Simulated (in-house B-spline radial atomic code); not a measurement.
# Ionising Tb IV (Tb3+) with different functionals

Computed with an all-electron radial atomic-structure program (B-spline basis): scalar-relativistic (spin-free X2C) Hamiltonian, Fermi nucleus of rms radius 5.06 fm, spin-polarised at highest spin, spherical fractional occupations for the functionals, and exact exchange of hybrids averaged over the configuration. The ionisation energy is the difference of two self-consistent energies, [Xe] 4f8 → [Xe] 4f7, without Breit or QED terms; ε is the level of the shell that loses the electron (its least bound occupied spin orbital). There is no spin-orbit coupling in this Hamiltonian.

| method | rung | ΔSCF (eV) | -ε(4f) (eV) |
| --- | --- | --- | --- |
| PBE0 | global hybrid | 39.81 | 33.90 |
| B3LYP | global hybrid | ? | ? |
| TPSSh | global hybrid | 39.96 | 31.95 |
| BHandHLYP | global hybrid | 38.69 | 36.36 |
| r2SCAN0 | global hybrid | 38.83 | 32.98 |
| B97-1 | global hybrid | 39.94 | 33.45 |
| HSE06 | range-separated hybrid | 39.74 | 33.41 |
| wB97X | range-separated hybrid | 39.82 | 36.26 |
| CAM-B3LYP | range-separated hybrid | 40.01 | 35.42 |
| LC-wPBE | range-separated hybrid | ? | ? |

**Question.** What does B3LYP give?

**Answer.** ΔSCF 40.10 eV, and -ε(4f) = 33.47 eV.

**Question.** What does LC-wPBE give?

**Answer.** ΔSCF 40.45 eV, and -ε(4f) = 36.55 eV.

**Question.** Among the functionals, which spreads more, the ΔSCF values or the orbital energies?

**Answer.** The orbital energies: ΔSCF values span about 1.76 eV and the orbital energies 4.60 eV.

**Question.** How do they compare with the NIST value?

**Answer.** NIST lists 39.33 eV ± 0.04 (semi-empirical, ground level to ground level). Errors run from -0.64 to +1.12 eV; HSE06 is closest (+0.41 eV), but part of that can be cancellation, since the calculations leave out spin-orbit coupling, Breit-QED terms, multiplet and fine-structure energies.
